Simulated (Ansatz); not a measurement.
Cost and result up the ladder for Cu₈Te₄ (12 atoms). The state is a singlet with charge 0. Geometry: PBE-D4/def2-SVP.

```xyz
12

Cu   -0.9063    0.2870    1.5784
Cu    1.7952   -1.6642   -0.1413
Cu   -0.2429   -1.9400    0.9993
Cu    0.3048   -0.1408   -1.4273
Cu   -1.8823   -0.9525   -0.5364
Cu   -1.2879    1.6245   -0.6637
Cu    2.3384    0.6910   -0.2575
Cu    0.6509    1.9352    0.8079
Te    0.9941    2.3591   -1.7305
Te   -0.1745   -2.7068   -1.4803
Te   -3.2107    0.7768    0.7318
Te    1.6211   -0.2693    2.1196
```

Ansatz on 2 threads of AMD EPYC 7R13 on a shared host and a share (18 GiB) of an NVIDIA H100 80GB HBM3. Times are rough, and most runs start from the orbitals of an earlier one. r2SCAN0-D4/def2-TZVP serves as the yardstick here, not as an exact answer. Differences are given only for rows in sets of like size (and for xTB, whose basis is part of the method), since another set adds its own error. Binding counts from free atoms at the same level (Cu doublet, Te triplet; other spins of the atoms weren't run), without zero-point energy or a counterpoise term.

In the def2 sets Te takes a core potential; there is no spin–orbit coupling. Correlated methods freeze 88 core orbitals; core or outer-core shells of Te are correlated, in sets that lack core-valence functions. Single mean-field runs in def2-TZVP are fitted with def2-universal-jkfit. No other spin state of charge 0 was run. Another isomer (singlet) lies 0.39 eV lower at PBE0-D4/def2-TZVP; other spin states weren't run for this one.

Correlated methods converge slowly with the basis.

| level | functions | binding energy per atom (eV) | difference from r2SCAN0-D4/def2-TZVP (eV) |
| --- | --- | --- | --- |
| PBE0-D4/def2-TZVP | 560 | 2.66 | 0.02 |
| PBE-D4/def2-SVP | 352 | 3.33 | – |
| MP2/def2-TZVP | 560 | 2.67 | 0.03 |
| RPA@PBE/def2-TZVP | 560 | 2.29 | -0.35 |
| PBE0-D4/def2-SVP | 352 | 3.01 | – |
| r2SCAN-D4/def2-TZVP | 560 | 2.87 | 0.23 |
| PBE-D4/def2-TZVP (with forces) | 560 | 2.88 | 0.24 |
| r2SCAN0-D4/def2-TZVP | 560 | 2.64 | 0.00 |

Problem. Estimate how long each takes.

Solution. PBE-D4/def2-SVP 5.5 s; PBE-D4/def2-TZVP (with forces) 7.5 s; PBE0-D4/def2-SVP 7.5 s; PBE0-D4/def2-TZVP 9 s; r2SCAN0-D4/def2-TZVP 9 s; r2SCAN-D4/def2-TZVP 9.5 s; MP2/def2-TZVP 12 s; RPA@PBE/def2-TZVP 16 s. On shared hardware such times vary by a factor of up to 3.
